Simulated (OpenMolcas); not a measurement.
## Zr I: the spin-orbit constant, worked from levels

```
Program             : OpenMolcas 26.06
Basis               : ANO-RCC-VDZP [6s5p3d1f]
Scalar Hamiltonian  : DKH2, point nucleus
Active space        : 2 electrons in 5 orbitals (4d)
State averaging     : 2S+1 = 3 even, 10 roots; 2S+1 = 1 even, 15 roots
Spin-orbit coupling : state interaction with AMFI integrals over the reference wave functions, term energies averaged over their components
```

Methods: CASSCF; SS-CASPT2, IPEA 0.25 Eh, imaginary shift 0.1 Eh (closed shells correlated: 4s 4p 5s). Measured levels: NIST Handbook of Basic Atomic Spectroscopic Data.

**The spin-orbit constant.** For the Hund term ³F of d2, E(J) = (A/2) J(J+1) + constant and ζ = 2S·A = 2A. From J = 2 to J = 4 the energy changes by 7 A.

```
   Source  E(4) - E(2)      A    ζ
   CASSCF       1306.3  186.6  373
SS-CASPT2       1325.9  189.4  379
 measured       1240.8  177.3  355
```

All in cm-1. SS-CASPT2 is off by +6.9 % and CASSCF by +5.3 %. Both methods take the spin-orbit matrix elements from the reference wave functions, so the second can move ζ only through the term energies and any multistate remixing. Second-order mixing with other terms is absorbed into this ζ.

CASPT2 does not keep the components of a term degenerate, so their means are used; among the terms shown or strongly mixed into the levels shown the widest spread is 480 cm-1 (4d² 5s² ³F, SS-CASPT2). With the s shell closed, the reference lacks s² → p², s² → d² and s → d mixing, so excited terms can stand far too high and out of order, with CASPT2 too. Without dynamic correlation excited terms often stand tens of per cent too high (terms of higher spin than the ground term too low), and those without a measured partner can miss by more than the paired ones (holds for CASSCF). Computed and measured levels are paired by configuration, term and J; levels that our copy of the source lacks, or whose pairing is in doubt (as where it misses far off the trend of its configuration), stay unpaired and out of the deviations. Only configurations of the active space appear.
